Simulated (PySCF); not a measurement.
**Working out the ionisation energy of Ge**

Ge [Ar] 3d10 4s2 4p2 (3P) → Ge+ [Ar] 3d10 4s2 4p1 (2P). All numbers are calculated (PySCF 2.14, scalar relativity by spin-free X2C-1e, in jorge-DZP-DKH). Frozen: [Ar] 3d10. Energies in hartree (1 hartree = 27.21139 eV):

```csv
part,Ge (lower),Ge+ (upper)
UHF,-2096.932591,-2096.663015
CCSD correlation,-0.031039,-0.034409
(T),-0.000223,-0.000155
```

Problem. What does Hartree-Fock give?

Solution. (-2096.663015) − (-2096.932591) = 0.269576 hartree = 7.336 eV.

Problem. What do CCSD and CCSD(T) give?

Solution. The CCSD correlation energies differ by -0.003370 hartree = -0.092 eV and the triples by 0.000068 hartree = 0.002 eV, so CCSD gives 7.244 eV and CCSD(T) 7.246 eV.

Measured between the centres of the two terms (NIST): 7.925 eV, so CCSD(T) (valence) is off by -0.679 eV.

A double-zeta basis recovers only part of the correlation energy.

What remains against the reference includes basis incompleteness, the frozen core and higher excitations.
